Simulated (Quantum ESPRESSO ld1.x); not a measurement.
Question: Ni17+, 11 electrons, occupied as [Ne] 3s1. Calculated with ld1.x of Quantum ESPRESSO 7.5: scalar-relativistic Kohn-Sham, LDA (Slater exchange, VWN5 correlation), spin-polarised, spherical densities, point nucleus; open shells are filled with parallel spins first. Some entries of the table are withheld. Estimate them.

orbital  occ.  eigenvalue (eV)  <r^2> (bohr^2)
1s up       1        -8822.242        0.003942
1s down     1        -8821.081        0.003943
2s up       1        -1574.024         0.06872
2s down     1        -1572.670         0.06857
2p up       3              (1)             (2)
2p down     3              (3)             (4)
3s up       1         -592.721          0.4206
3s down     0         -584.072          0.4212

Answer: 
(1) 2p up eigenvalue (eV): -1444.135
(2) 2p up <r^2> (bohr^2): 0.05460
(3) 2p down eigenvalue (eV): -1442.907
(4) 2p down <r^2> (bohr^2): 0.05448
